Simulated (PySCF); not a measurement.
ClH6NSSi2, SMILES N[SiH2]S[SiH2]Cl.

Coordinates come from a B3LYP-D3(BJ)/def2-SVP optimisation. The structure was generated by enumeration, and PubChem lists no compound with its InChIKey, so it may never have been made. Other conformers were not sampled.

Computed with TDDFT-CAM-B3LYP/def2-SVPD (PySCF).

Vertical excitations. Isolated molecule, no solvent.

Computed excitation energies, oscillator strengths and character:
```json
[
 {"state": "S1", "energy (eV)": "6.10", "λ (nm)": "203", "f": "0.015", "main pairs": "HOMO→LUMO 68 %, HOMO→LUMO+1 13 %"},
 {"state": "S2", "energy (eV)": "6.33", "λ (nm)": "196", "f": "0.012", "main pairs": "HOMO→LUMO+1 66 %, HOMO→LUMO 17 %"},
 {"state": "S3", "energy (eV)": "6.63", "λ (nm)": "187", "f": "0.030", "main pairs": "HOMO−1→LUMO 57 %, HOMO→LUMO+2 24 %"},
 {"state": "S4", "energy (eV)": "6.81", "λ (nm)": "182", "f": "0.032", "main pairs": "HOMO→LUMO+3 52 %, HOMO→LUMO+2 22 %, HOMO−1→LUMO 9 %"},
 {"state": "S5", "energy (eV)": "7.03", "λ (nm)": "176", "f": "0.012", "main pairs": "HOMO→LUMO+2 25 %, HOMO→LUMO+4 22 %, HOMO→LUMO+3 15 %, HOMO−1→LUMO 7 %"},
 {"state": "S6", "energy (eV)": "7.31", "λ (nm)": "170", "f": "0.053", "main pairs": "HOMO−1→LUMO+1 38 %, HOMO−2→LUMO+1 13 %, HOMO→LUMO+3 8 %, HOMO→LUMO+2 8 %"},
 {"state": "S7", "energy (eV)": "7.42", "λ (nm)": "167", "f": "0.034", "main pairs": "HOMO→LUMO+4 34 %, HOMO−1→LUMO+1 21 %, HOMO−2→LUMO 12 %, HOMO→LUMO+2 6 %"},
 {"state": "S8", "energy (eV)": "7.49", "λ (nm)": "165", "f": "0.021", "main pairs": "HOMO−2→LUMO+1 31 %, HOMO−2→LUMO 13 %, HOMO→LUMO+4 10 %, HOMO−1→LUMO+2 9 %"},
 {"state": "S9", "energy (eV)": "7.58", "λ (nm)": "164", "f": "0.009", "main pairs": "HOMO−2→LUMO+1 32 %, HOMO−1→LUMO+2 29 %, HOMO−1→LUMO 6 %"},
 {"state": "S10", "energy (eV)": "7.64", "λ (nm)": "162", "f": "0.049", "main pairs": "HOMO−3→LUMO+1 53 %, HOMO−3→LUMO 9 %"},
 {"state": "T1", "energy (eV)": "5.78", "λ (nm)": "214", "f": "0", "main pairs": "HOMO→LUMO 58 %, HOMO→LUMO+1 13 %, HOMO→LUMO+2 11 %"},
 {"state": "T2", "energy (eV)": "5.97", "λ (nm)": "208", "f": "0", "main pairs": "HOMO→LUMO+1 65 %, HOMO→LUMO 13 %"},
 {"state": "T3", "energy (eV)": "6.22", "λ (nm)": "199", "f": "0", "main pairs": "HOMO−1→LUMO 45 %, HOMO→LUMO+2 28 %"},
 {"state": "T4", "energy (eV)": "6.47", "λ (nm)": "192", "f": "0", "main pairs": "HOMO→LUMO+3 40 %, HOMO→LUMO+2 16 %, HOMO→LUMO+4 8 %, HOMO−1→LUMO 6 %"}
]
```
Triplets are in the Tamm–Dancoff approximation, which puts them higher than full response would, so one can lie above its singlet here.
